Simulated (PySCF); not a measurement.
## `F[C@H]1[CH2][GeH2][C@H](F)C1`, C$_{4}$H$_{8}$F$_{2}$Ge

Geometry:
| atom | x (Å) | y (Å) | z (Å) |
| --- | --- | --- | --- |
| F1 | 0.117 | 0.086 | -1.942 |
| C2 | 0.857 | -0.392 | -0.861 |
| C3 | 1.221 | 0.824 | -0.026 |
| Ge4 | -0.594 | 1.377 | 0.551 |
| C5 | -1.260 | -0.508 | 0.405 |
| F6 | -1.679 | -0.963 | 1.647 |
| C7 | -0.056 | -1.320 | -0.072 |
| H8 | 1.718 | -0.917 | -1.288 |
| H9 | 1.858 | 0.532 | 0.806 |
| H10 | 1.754 | 1.552 | -0.632 |
| H11 | -0.697 | 1.915 | 1.948 |
| H12 | -1.258 | 2.317 | -0.409 |
| H13 | -2.116 | -0.633 | -0.262 |
| H14 | -0.358 | -2.169 | -0.685 |
| H15 | 0.488 | -1.692 | 0.797 |

Level of theory: TDDFT B3LYP/def2-SVPD circular dichroism and optical rotation, one conformer, gas phase in PySCF 2.14.0. Geometry: GFN2-xTB.

The calculation is non-relativistic, which matters for the atoms heavier than Zn. States above about 7.7 eV (minus the energy of the highest occupied orbital) lie near or above the ionisation threshold and depend on the basis.

Draw the ECD and absorption spectra from the lowest 8 states, each a Gaussian of half-width 0.3 eV at 1/e height.


```tsv
E (eV)	λ (nm)	Δε (L mol⁻¹ cm⁻¹)	ε (L mol⁻¹ cm⁻¹)
6.40	194	-0.52	167
6.55	189	-2.03	693
6.70	185	-4.69	1740
6.85	181	-6.30	2690
7.00	177	-5.38	2640
7.15	173	-5.61	2130
7.30	170	-9.59	2690
7.45	166	-10.98	4770
7.60	163	-4.26	7380
7.75	160	+3.83	9380
7.90	157	+7.26	10100
```
Δε uses R in velocity form, ε uses f in length form. Only the states computed contribute, so the short-wavelength end is incomplete.
